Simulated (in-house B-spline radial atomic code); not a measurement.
Orbital energies and mean radii along the 53-electron series, configuration [Kr] 4d10 4f5 5s2. The effective charge is n√(-2ε), a non-relativistic measure. Computed with a radial B-spline atomic code at the basis-set limit: Dirac-Hartree-Fock, average of the configuration, finite nuclei.

```csv
ion,Z,energy of 4f5/2 (Eh),mean radius of 4f5/2 (bohr),energy of 4p1/2 (Eh),mean radius of 4p1/2 (bohr),energy of 4s1/2 (Eh),mean radius of 4s1/2 (bohr),effective charge of 4f5/2
Eu10+,63,-6.364,0.74043,-17.516,0.57702,-20.296,0.56319,14.271
Gd11+,64,-7.5083,0.69893,-19.186,0.5615,-22.065,0.54909,15.501
Tb12+,65,-8.7261,0.66318,-20.94,0.54665,-23.919,0.53555,16.71
```
